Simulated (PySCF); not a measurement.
Two-component Hartree-Fock for Zr (zirconium, neutral)

Start: [Kr] 4d2 5s1 5p1; 4d5/2 filled at m_j = +3/2, +5/2; 5s1/2 filled at m_j = +1/2; 5p3/2 filled at m_j = +3/2. Calculated with PySCF 2.14 in x2c-TZVPall-2c (8s9p7d1f, 77 functions): generalised Hartree-Fock with the X2C-1e Hamiltonian and a Gaussian nucleus; one run each with spin-orbit coupling (SO) switched off, then screened by Boettger's factors. This is a chosen level, not necessarily the ground level.

```tsv
spinor shell	electrons	ε, spin-free (eV)	ε, screened SO (eV)	weight of nominal j (screened SO)	rms radius, screened SO (bohr)
1s1/2	2	-18099.0	-18098.2	1.000	0.0426
2s1/2	2	-2580.7	-2580.5	1.000	0.176
2p1/2	2	-2295.3	-2354.5	1.000	0.154
2p3/2	4	-2295.3	-2267.4	1.000	0.158
3s1/2	2	-455.08	-455.10	1.000	0.488
3p1/2	2	-359.40	-369.28	1.000	0.489
3p3/2	4	-359.40	-354.83	1.000	0.499
3d3/2	4	-202.20	-203.72	0.991	0.494
3d5/2	6	-202.20	-201.25	0.994	0.497
4s1/2	2	-69.185	-69.239	1.000	1.30
4p3/2	4	-41.715	-41.175	0.912	1.47
4p1/2	2	-41.715	-43.046	0.824	1.46
4d5/2	2	-9.750	-9.747	0.892	2.46
5s1/2	1	-8.125	-8.142	0.993	4.01
5p3/2	1	-4.736	-4.694	1.000	5.15
```

```csv
quantity,spin-free,screened SO
E (hartree),-3595.97951,-3596.32236
M_J,6,6
⟨J²⟩,42.017,42.017
⟨L²⟩,20.016,20.027
⟨S²⟩,6.001,6.007
```

Each row is a mean over spinors that exchange with the open shell spreads, by up to 4.919 eV (4p3/2).

Rows whose weight is well below 1 are mixtures of j = l ± 1/2: exchange outweighs spin-orbit coupling there, and the label is only the starting occupation.

Breit and QED terms are absent; they matter most for the inner s and p1/2 levels.

Densities and radii are taken from the X2C orbitals without a picture-change correction, which distorts them close to the nucleus.

Without spin-orbit coupling the j labels of p, d and f shells carry no meaning; the spin-free column gives the mean over the occupied spinors of each nl shell.
